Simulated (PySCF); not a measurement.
# Computed beside measured shifts: Me2Si(SBu)2 (C10H24S2Si)

System: Me2Si(SBu)2 (C10H24S2Si), SMILES CCCCS[Si](C)(C)SCCCC.

Atom-mapped SMILES (hydrogens are numbered by the atom that bears them): [CH3:1][CH2:2][CH2:3][CH2:4][S:5][Si:6]([CH3:7])([CH3:8])[S:9][CH2:10][CH2:11][CH2:12][CH3:13]

Method: GIAO PBE0/pcSseg-2, gas phase, PySCF SCF with an in-house response code, fitting set def2-universal-JFIT up to Ne and JKFIT beyond, grid level 2, non-relativistic, geometry: PBE0-D3(BJ)/def2-SVP.

One optimised conformer. Values are averaged over the atoms that symmetry or fast rotation interchanges, on this one geometry and without vibrational averaging. Shifts are the reference shielding less the shielding here, at the same level (13C, 1H, 29Si against isolated TMS; 33S against isolated CS2); nuclei without a reference have shieldings only.

Task: What shifts does this level give for Si6, and how do they compare with measurement?

Result: 
```
atom  nucleus  computed / ppm  measured / ppm  computed less measured  measured against  medium of the measurement
 Si6     29Si            34.2            24.8                     9.4               TMS                   solution
```

Measured values: U. Herzog, Habilitationsschrift, TU Bergakademie Freiberg, 2002/2003.
